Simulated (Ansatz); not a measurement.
# Molecular dynamics of HF

Input file:

```yaml
crystal:
  lattice:
    - [6.688374, 0.0, 0.0]
    - [0.0, 6.688374, 0.0]
    - [0.0, 0.0, 6.688374]
  atoms:
    - { symbol: F, position: [0.15020516, 0.19466755, 0.71507761] }
    - { symbol: H, position: [0.27256396, 0.20612377, 0.65240149] }
    - { symbol: F, position: [0.78591712, 0.12306257, 0.89805096] }
    - { symbol: H, position: [0.67214547, 0.07232042, 0.82390825] }
    - { symbol: F, position: [0.00028394, 0.72072837, 0.34422066] }
    - { symbol: H, position: [0.00770291, 0.81601823, 0.24493512] }
    - { symbol: F, position: [0.7976735, 0.66509351, 0.65283545] }
    - { symbol: H, position: [0.86734869, 0.68521268, 0.53144344] }
    - { symbol: F, position: [0.09423427, 0.96957456, 1.06705028] }
    - { symbol: H, position: [0.13237732, 1.02415771, 0.94480428] }
    - { symbol: F, position: [0.50774606, 0.30375131, 0.55820705] }
    - { symbol: H, position: [0.59754144, 0.29906585, 0.45077782] }
    - { symbol: F, position: [0.50980355, 0.88553628, 0.73434665] }
    - { symbol: H, position: [0.60065696, 0.77605175, 0.69310024] }
    - { symbol: F, position: [0.72307324, 0.2878545, 0.24860669] }
    - { symbol: H, position: [0.73970552, 0.24458304, 0.11512265] }
basis:
  ecutwfc: 500.0
kpoints:
  mp_grid: { grid: [1, 1, 1] }
hamiltonian:
  xc: r2scan
  dispersion: d3bj
scf:
  occupations: { method: fermi_dirac, width: 0.02 }
  lower_state_search: "off"
  max_iter: 83
md:
  timestep: 0.5
  n_steps: 90
  ensemble: nvt_langevin
  temperature: 250.0
  initial_velocities: maxwell_boltzmann
  seed: 520907
  friction: 1.0
```

Launched with:

```bash
$ ansatz run input.yaml --threads 1 --pin off --max-ram 3072MiB --backend cpu --events-out ev --progress --plain --runs-dir out
```

It goes on from the last frame of an earlier run, with new velocities.

Output, in part (step lines):

```
md step     0: t =     0.00 fs  T =   234.4 K  F+E_penalty+E_count = -6607.57897688 eV  E_kin = 0.484725 eV  (8 SCF iters)
md step     1: t =     0.50 fs  T =   241.3 K  F+E_penalty+E_count = -6607.53932107 eV  E_kin = 0.498955 eV  (7 SCF iters)
md step     2: t =     1.00 fs  T =   203.5 K  F+E_penalty+E_count = -6607.51136538 eV  E_kin = 0.420769 eV  (6 SCF iters)
md step     3: t =     1.50 fs  T =   225.4 K  F+E_penalty+E_count = -6607.52902701 eV  E_kin = 0.466116 eV  (7 SCF iters)
md step     4: t =     2.00 fs  T =   164.1 K  F+E_penalty+E_count = -6607.54745843 eV  E_kin = 0.339318 eV  (7 SCF iters)
md step     5: t =     2.50 fs  T =   193.7 K  F+E_penalty+E_count = -6607.55355821 eV  E_kin = 0.400588 eV  (6 SCF iters)
md step     6: t =     3.00 fs  T =   220.0 K  F+E_penalty+E_count = -6607.55184485 eV  E_kin = 0.454913 eV  (6 SCF iters)
md step     7: t =     3.50 fs  T =   270.9 K  F+E_penalty+E_count = -6607.53017782 eV  E_kin = 0.560246 eV  (6 SCF iters)
[... lines left out ...]
md step    90: t =    45.00 fs  T =   289.3 K  F+E_penalty+E_count = -6607.53582826 eV  E_kin = 0.598345 eV  (7 SCF iters)
```

The steps, from the saved trajectory:

| time (fs) | T (K) | potential energy less start (eV) |
| --- | --- | --- |
| 0.0 | 234 | 0.000 |
| 1.5 | 225 | 0.050 |
| 3.0 | 220 | 0.027 |
| 4.5 | 219 | 0.093 |
| 6.0 | 227 | 0.273 |
| 7.5 | 238 | 0.211 |
| 9.0 | 236 | 0.106 |
| 10.5 | 267 | 0.027 |
| 12.0 | 297 | 0.031 |
| 13.5 | 278 | 0.103 |
| 15.0 | 236 | 0.099 |
| 16.5 | 226 | 0.109 |
| 18.0 | 211 | 0.130 |
| 19.5 | 294 | 0.163 |
| 21.0 | 259 | 0.101 |
| 22.5 | 261 | 0.042 |
| 24.0 | 176 | 0.107 |
| 25.5 | 226 | 0.031 |
| 27.0 | 259 | -0.003 |
| 28.5 | 269 | 0.007 |
| 30.0 | 391 | -0.004 |
| 31.5 | 232 | 0.047 |
| 33.0 | 223 | 0.090 |
| 34.5 | 202 | 0.057 |
| 36.0 | 318 | 0.047 |
| 37.5 | 312 | 0.066 |
| 39.0 | 188 | 0.051 |
| 40.5 | 170 | 0.077 |
| 42.0 | 285 | 0.020 |
| 43.5 | 358 | 0.066 |
| 45.0 | 289 | 0.043 |

All steps were run. A run of 0.045 ps of so small a system gives no equilibrium averages. The friction is so strong that the motion is overdamped, so the time scale means little. Limits of this set-up: coarse k mesh.

Mean squared displacements from the first frame to the last, about the centre of mass: F 0.00 Å², H 0.02 Å².

Last frame:

```xyz
16
Lattice="6.6884 0.0000 0.0000 0.0000 6.6884 0.0000 0.0000 0.0000 6.6884" Properties=species:S:1:pos:R:3
F 0.988 1.345 4.781
H 1.833 1.303 4.339
F 5.234 0.880 6.030
H 4.580 0.582 5.445
F 0.028 4.813 2.305
H 0.077 5.499 1.645
F 5.297 4.451 4.391
H 5.804 4.597 3.623
F 0.635 6.510 7.104
H 0.762 6.780 6.208
F 3.399 2.014 3.730
H 3.773 1.983 2.866
F 3.381 5.897 4.915
H 3.875 5.103 4.688
F 4.849 1.901 1.641
H 4.765 1.621 0.715
```

Time of the run: 18 min on 1 thread of Intel(R) Xeon(R) Platinum 8488C (Sapphire Rapids) (shared host), peak memory 0.95 GiB.
